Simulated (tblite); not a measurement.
Species: C7H15P.
Atom-mapped SMILES: `[CH3:1][CH2:2][P:3]1[CH2:4][CH2:5][CH2:6][CH2:7][CH2:8]1` (hydrogens: H9, H10, H11 on C1; H12, H13 on C2; H14, H15 on C4; H16, H17 on C5; H18, H19 on C6; H20, H21 on C7; H22, H23 on C8)

Geometry (GFN2-xTB, Å), atoms numbered from 1 in this order:
```xyz
23
C7H15P angstrom
C      3.1861   -0.7087   -0.1435
C      2.1551    0.3377    0.2569
P      0.6554    0.2853   -0.8497
C     -0.3849    1.5313    0.0598
C     -1.8512    1.3591   -0.3229
C     -2.4068    0.0167    0.1455
C     -1.6840   -1.1650   -0.4957
C     -0.2047   -1.1980   -0.1252
H      2.7790   -1.7113   -0.0310
H      3.4780   -0.5749   -1.1830
H      4.0763   -0.6285    0.4780
H      2.5856    1.3386    0.1587
H      1.8527    0.1990    1.2992
H     -0.2574    1.4090    1.1401
H     -0.0394    2.5317   -0.2147
H     -2.4405    2.1661    0.1216
H     -1.9517    1.4317   -1.4092
H     -2.3150   -0.0516    1.2329
H     -3.4695   -0.0366   -0.1019
H     -1.7814   -1.1014   -1.5829
H     -2.1609   -2.0945   -0.1720
H      0.2586   -2.1010   -0.5311
H     -0.0845   -1.2078    0.9631
```

All values are computed: GFN2-xTB (tblite) harmonic vibrations without scaling, gas phase. The method is semi-empirical: single wavenumbers can be off by several per cent or more. One conformer, not necessarily the lowest.

Harmonic wavenumbers (cm⁻¹): 65.5, 109.4, 150.4, 201.2, 211.4, 271.4, 290.8, 330.1, 354.2, 376.2, 498.3, 666.1, 696.7, 710.7, 760.3, 781.9, 840.7, 878.2, 904.3, 935.0, 981.3, 984.6, 1011.7, 1037.7, 1051.4, 1073.8, 1086.1, 1134.8, 1152.9, 1186.9, 1216.7, 1227.5, 1242.2, 1255.8, 1268.9, 1281.4, 1341.8, 1352.4, 1356.6, 1409.6, 1440.5, 1447.6, 1450.6, 1481.3, 1486.4, 1497.5, 1498.9, 1502.3, 2915.4, 2918.9, 2927.2, 2945.0, 2946.5, 2947.5, 2952.2, 2953.1, 2956.7, 2967.0, 2971.5, 2977.9, 3016.4, 3028.4, 3035.2.

A = 3299, B = 1112, C = 926.8 MHz; mass 130.091 u (most abundant isotopes); point group C1, symmetry number 1.

Q: What is the zero-point energy?

A: Half the sum of the wavenumbers: 44975 cm⁻¹ = 538.02 kJ/mol.

Q: Give the ideal-gas entropy at 200 K and 1 bar in the rigid-rotor, harmonic-oscillator model (classical rotation).

A: Translation 161.27, rotation 116.10, vibration 63.17: S = 340.5 J/(mol K).

Q: And Cp and H(200 K) − H(0)?

A: Cp = 112.69 J/(mol K), of which vibrations give 79.43 (their classical limit is 63 R = 523.8); H(200 K) − H(0) = 14.10 kJ/mol without the zero-point energy, 7.45 from vibrations.

Q: What must be added to the electronic energy to get the Gibbs energy at 200 K and 1 bar?

A: ZPE + [H(200 K) − H(0)] − T·S = 538.02 + 14.10 − 68.11 = 484.01 kJ/mol.

Q: Which modes carry the vibrational entropy at 200 K?

A: 65.5 cm⁻¹: 14.65; 109.4 cm⁻¹: 10.52; 150.4 cm⁻¹: 8.05; 201.2 cm⁻¹: 5.93; 211.4 cm⁻¹: 5.59; 271.4 cm⁻¹: 3.96 J/(mol K); the other 57 give 14.48 together.

Q: Blend soft modes into free rotors: weight 1/[1 + (100 cm⁻¹/ν̃)⁴] for the oscillator and the rest for a rotor with moment μB/(μ + B), μ = h/(8π²ν), B = 10⁻⁴⁴ kg m². What vibrational entropy results?

A: 61.10 J/(mol K) in place of 63.17, which changes −T·S at 200 K by +0.41 kJ/mol.

Q: How do the functions run with temperature in this model?

A: 
```
T (K)  S (J/(mol K))  Cp (J/(mol K))  H − H(0) (kJ/mol)  G − H(0) (kJ/mol)  ln q(vib)
  100          278.2            71.4               4.88             -22.95       1.01
  300          394.9           160.4              27.68             -90.80       5.42
  500          500.4           257.6              69.81            -180.40      10.37
  800          645.0           356.9             163.24            -352.73      18.13
 1000          729.6           400.8             239.23            -490.34      23.18
```

q(vib) and H(0) count from the zero-point level.

Hindered rotation and anharmonicity are outside this model. Other conformers, if any are populated, would add a mixing term that is left out. The structure is chiral; the term R ln 2 for an equal mix with its mirror image is left out.
